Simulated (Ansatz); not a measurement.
A nudged elastic band was laid between two geometries of C2H8AlNO2 (14 atoms, charge 0, multiplicity 1).

Method: RKS B3LYP-D4/STO-3G (Ansatz).

```
movable images  : 9
climbing image  : yes
spring          : 5.0 eV/Å²
optimiser       : quadratic models (default)
start path      : through a guess of the saddle point
force threshold : 0.05 eV/Å
iteration limit : 31
end points      : relaxed
```

Image 0:

```xyz
14
Properties=species:S:1:pos:R:3
C 0.356 -0.326 2.173
Al 0.933 0.519 0.554
C 0.129 -0.152 -1.066
N -0.927 -1.167 -1.176
O -0.536 1.226 -0.361
O 0.572 0.283 -2.348
H 1.010 -1.164 2.454
H -0.662 -0.733 2.101
H 0.357 0.367 3.026
H 2.148 1.383 0.429
H -1.179 -1.511 -0.213
H -1.816 -0.733 -1.557
H -0.204 1.958 -0.999
H -0.194 0.020 -2.986
```

Image 10:

```xyz
14
Properties=species:S:1:pos:R:3
C 0.236 0.038 2.130
Al 0.989 -0.339 0.406
C 0.067 0.561 -1.042
N -0.301 -1.127 -0.746
O -1.186 1.265 -1.006
O 0.550 0.649 -2.378
H 0.289 -0.828 2.804
H -0.823 0.330 2.082
H 0.762 0.857 2.640
H 2.380 -0.841 0.179
H -0.064 -1.718 -1.582
H -1.316 -1.292 -0.525
H -1.293 1.531 -0.023
H -0.302 0.885 -2.910
```

**Question.** What changes between the two ends?

**Answer.** Bonds broken: Al2–O5. Bonds formed: Al2–N4. The height of N4 over the plane of its neighbours goes from 0.41 to -0.38 Å.

**Question.** What energy profile does the band end with?

**Answer.** It converged. The highest image is number 4 of 0 to 10, 1.07 eV above the first end and 1.13 eV above the last; the last end lies 0.06 eV below the first. A vibrational analysis at the climbing image gives one clearly imaginary mode, 73i cm⁻¹: a first-order saddle point. The orbitals stay closed-shell, which can raise the energy where a bond breaks towards radicals; this wasn't checked here. Limits of this set-up: minimal basis.

```csv
image,path coordinate (Å),energy (eV),Al2–O5 (Å),Al2–N4 (Å),height of N4 over the plane of its neighbours (Å)
0,0.00,0.00,1.87,3.05,0.41
1,0.76,0.12,1.86,3.08,0.24
2,1.53,0.15,1.88,3.00,-0.44
3,2.29,0.82,2.23,2.91,-0.47
4,3.05,1.07,2.92,2.86,-0.50
5,3.69,1.05,2.97,2.76,-0.50
6,4.34,0.91,3.01,2.42,-0.49
7,4.98,0.32,3.05,2.05,-0.45
8,5.63,0.03,3.09,1.93,-0.40
9,6.27,-0.04,3.09,1.91,-0.39
10,6.92,-0.06,3.05,1.90,-0.38
```

**Question.** What is the geometry of the highest image?

**Answer.** 
```xyz
14
Properties=species:S:1:pos:R:3
C 0.422 -0.243 2.345
Al 1.087 0.210 0.614
C -0.161 0.202 -0.903
N -1.059 -1.044 -0.797
O -1.174 1.290 -0.883
O 0.581 0.261 -2.176
H 0.950 -1.111 2.763
H -0.647 -0.490 2.330
H 0.560 0.578 3.061
H 2.511 0.628 0.393
H -0.488 -1.816 -1.256
H -1.830 -0.881 -1.515
H -0.588 2.117 -1.071
H -0.178 0.269 -2.877
```

**Question.** What are the harmonic wavenumbers there?

**Answer.** 73i, 30, 115, 129, 188, 244, 298, 368, 388, 414, 493, 521, 645, 714, 819, 827, 910, 937, 1034, 1076, 1177, 1346, 1479, 1497, 1548, 1711, 1716, 1831, 2499, 3286, 3421, 3440, 3467, 3600, 3616, 3670 cm⁻¹.

The band took 23 iterations and about 10 core-minutes.

Run time: 9.8 min on 1 thread of Arm Neoverse V2, on a shared host, peak memory 0.12 GiB.
